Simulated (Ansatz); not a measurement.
Fe6⁺, relaxed as a multiplicity 18 with UKS PBE-D4/def2-SVP in Ansatz, starting from the GFN2-xTB geometry. Force threshold 0.02 eV/Å.

The charge 1 multiplicity 18 is spin-contaminated (final ⟨S²⟩ up to 81.34, 80.75 for a pure state). An occupied level of the charge 1 multiplicity 18 lies above an empty one of the other spin, so a lower spin may lie lower. The relaxation made no stability test and no search for a lower SCF solution. No other spin state of charge 1 was run. The structure comes from a short search, and lower isomers may exist.

Start:

```xyz
6

Fe   -0.9974   -1.2794   -0.1171
Fe    2.0329   -1.5260   -0.8608
Fe    0.3422   -0.4114    1.5537
Fe   -0.3598    0.4238   -1.5488
Fe    1.0131    1.2638    0.1077
Fe   -2.0310    1.5293    0.8653
```

(1) Estimate the energy that the relaxation releases and the steps that it takes.

(2) Does the start keep its bonding and symmetry?

(3) Predict the relaxed structure.

Answers

(1) 115.9 kcal/mol, in 11 steps; 2.3 min on 4 threads of Arm Neoverse V1 on a shared host. No frequencies were taken in this run, so the end may be a saddle point.

(2) Bonds lost: Fe3–Fe4 (atoms count from 1). The end is the same structure that another start reached, the lowest one found. Point group C2h at the start, D2h at the end, both within 0.05 Å.

(3) 
Cartesian coordinates in Å:
```
Fe -0.843 -1.070 -0.097
Fe 1.396 -1.061 -0.465
Fe 0.490 -0.536 1.659
Fe -0.496 0.540 -1.658
Fe 0.846 1.068 0.094
Fe -1.393 1.059 0.468
```
Bond lengths (bridged metal pairs left out): 13 × Fe–Fe 2.27 to 2.75 Å.
